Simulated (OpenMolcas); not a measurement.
**d2 ions of charge +4 down a group with 4 chloride ligands in tetrahedral coordination**

```yaml
Program: OpenMolcas 26.06
Method: CASSCF
Spin-orbit_coupling: state interaction with AMFI integrals over the reference wave functions
```

The d shell is active. Anionic complexes are neutralised by point charges behind the ligands. Distances were set from a Shannon-type radius of the metal (high-spin where two are listed) plus a fixed donor radius (Cl 1.76 Å). Ligand basis ANO-RCC-VDZP, DKH2 Hamiltonian. States (labels of Td). Energies in cm-1 above the lowest state or level, χT in cm3 K/mol. Spin-only χT is S(S+1) / 2 for the spin of the ground state.

| Ion | Shell | R (Å) | Metal basis | Ground state | First state of that spin | First gap with spin-orbit (degeneracies) | χT at 300 K | First state of another spin | Spin-only χT |
| --- | --- | --- | --- | --- | --- | --- | --- | --- | --- |
| Cr4+ | 3d2 | 2.17 | ANO-RCC-VDZP | 3A2 | 3T2 8422 | 8383 (3, 1) | 0.960 | 1E 14207 | 1.000 |
| Mo4+ | 4d2 | 2.28 | ANO-RCC-VDZP | 3A2 | 3T2 10691 | 9058 (3, 2) | 0.868 | 1E 9454 | 1.000 |
| W4+ | 5d2 | 2.29 | ANO-RCC-VDZP | 3A2 | 3T2 10399 | 6484 (3, 2) | 0.481 | 1E 8731 | 1.000 |

χT departs most from the spin-only value for W4+, by -0.519 cm3 K/mol.

Without dynamic correlation the repulsion within the d shell is too large (B by tens of per cent), so at a given field states of lower spin stand too high. Ligand-to-metal charge-transfer states are missing. With no ligand orbital active B as a rule stays too high, so bands that hang on it stand too high and its fall with covalency is understated. The least metal-like active orbital is 76 % on the metal (Löwdin) and no ligand orbital is active, so the numbers are rough (holds for Cr4+). With metal d orbitals alone and no dynamic correlation the field as a rule comes out too small, by tens of per cent, by up to half for chloride and softer ligands (holds for Cr4+). The least metal-like active orbital is 70 % on the metal (Löwdin) and no ligand orbital is active, so the numbers are rough (holds for Mo4+). With metal d orbitals alone the field can be off either way by tens of per cent (holds for Mo4+; W4+). The least metal-like active orbital is 68 % on the metal (Löwdin) and no ligand orbital is active, so the numbers are rough (holds for W4+). No measured value stands beside these numbers; the geometry was imposed, not optimised, and the real ion may take another.
